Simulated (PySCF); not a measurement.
An unknown gives this computed stick spectrum. The calculation used TDDFT PBE0/def2-SVPD, vertical, gas phase, core orbitals frozen in the response in PySCF. Geometries: GFN2-xTB, one conformer each.

| state | λ (nm) | f |
| --- | --- | --- |
| S1 | 230.0 | 0.016 |
| S2 | 218.8 | 0.0036 |
| S3 | 192.2 | 0.0095 |
| S4 | 186.4 | 0.019 |
| S5 | 182.3 | 0.0012 |
| S6 | 177.9 | 0.058 |
| S7 | 173.0 | 0.303 |
| S8 | 168.5 | 0.017 |

Triplets computed (Tamm–Dancoff): 4.19, 5.04, 5.33 eV.

Question: Which structure fits? All have the formula C6H5F.
A. `C#CC(C)(F)C#C`
B. `C#C[C@@H]1CC=C1F`
C. `C#CCC1=C[C@@H]1F`
D. `C#C[C@@H]1C(=C)[C@@H]1F`

Answer: D. Its S1, at 5.39 eV, is the lowest among the candidates; the nearest of the others has S1 at 5.99 eV. S1 is HOMO→LUMO (94%). Löwdin shares by element: HOMO carbon 79% or more (atoms not listed hold the other 21%); LUMO carbon 71% or more (atoms not listed hold the other 29%). At the same level the other candidates give, for their lowest levels:
- `C#C[C@@H]1CC=C1F`: 190 nm (f 0.004); 186 nm (f 0.022); 184 nm (f 0.007); 177 nm (f 0.001); 175 nm (f 0.037); T1 4.50 eV; HOMO -7.47, LUMO 0.23 eV
- `C#CCC1=C[C@@H]1F`: 201 nm (f 0.001); 184 nm (f 0.012); 181 nm (f 0.039); 176 nm (f 0.005); 176 nm (f 0.005); T1 4.76 eV; HOMO -7.98, LUMO -0.22 eV
- `C#CC(C)(F)C#C`: 207 nm (f 0.005); 199 nm (f 0.002); 191 nm (f 0.014); 181 nm (f 0.010); 180 nm (f 0.005); T1 5.05 eV; HOMO -8.20, LUMO -0.48 eV
